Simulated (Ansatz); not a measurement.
Relaxation of C3H7BO2 (13 atoms, charge 0, multiplicity 1), to a largest force component of 0.015 eV/Å in at most 40 steps.

Computed with Ansatz 0.2.0, RKS PBE/def2-SVP.

```xyz
13
Properties=species:S:1:pos:R:3
C -0.524 -1.772 0.004
C 0.745 -0.971 -0.093
B 1.959 -1.641 0.703
C 2.108 -1.597 2.208
O 1.124 -1.123 2.930
O 3.173 -2.216 2.877
H -0.408 -2.749 -0.408
H -1.320 -1.200 -0.611
H -0.903 -1.791 1.091
H 0.593 0.041 0.282
H 1.004 -0.923 -1.178
H 2.917 -2.051 0.040
H 3.219 -2.254 3.928
```

Q: Where does it end, and by what steps?

A: The forces met the threshold. After 33 steps the energy has fallen by 1.262 eV; H12 moved furthest, 1.61 Å.

| step | energy less start (eV) | largest force component (eV/Å) | accepted |
| --- | --- | --- | --- |
| 0 | 0.0000 | 7.226 | yes |
| 2 | -0.8849 | 1.830 | yes |
| 4 | -0.9985 | 0.208 | yes |
| 6 | -1.0059 | 0.109 | yes |
| 8 | -1.0074 | 0.683 | no |
| 10 | -1.0219 | 0.289 | yes |
| 12 | -1.0258 | 1.476 | no |
| 14 | -1.0934 | 0.257 | yes |
| 16 | -1.1660 | 0.411 | yes |
| 18 | -1.2154 | 0.650 | yes |
| 20 | -1.2346 | 0.266 | yes |
| 22 | -1.2452 | 0.233 | yes |
| 24 | -1.2463 | 0.162 | no |
| 26 | -1.2573 | 0.066 | yes |
| 28 | -1.2596 | 0.200 | yes |
| 30 | -1.2615 | 0.065 | yes |
| 32 | -1.2620 | 0.027 | yes |
| 33 | -1.2621 | 0.009 | yes |

```xyz
13
Properties=species:S:1:pos:R:3
C -0.458 -1.705 0.349
C 0.826 -1.094 -0.221
B 2.105 -1.063 0.679
C 2.107 -1.670 2.133
O 1.750 -0.887 3.009
O 2.452 -2.949 2.383
H -0.292 -2.748 0.689
H -1.283 -1.723 -0.392
H -0.813 -1.131 1.229
H 0.655 -0.071 -0.629
H 1.173 -1.655 -1.128
H 3.109 -0.477 0.315
H 2.356 -3.074 3.358
```

Run time: 81 s on 2 threads of Arm Neoverse V2, on a shared host, peak memory 0.15 GiB.
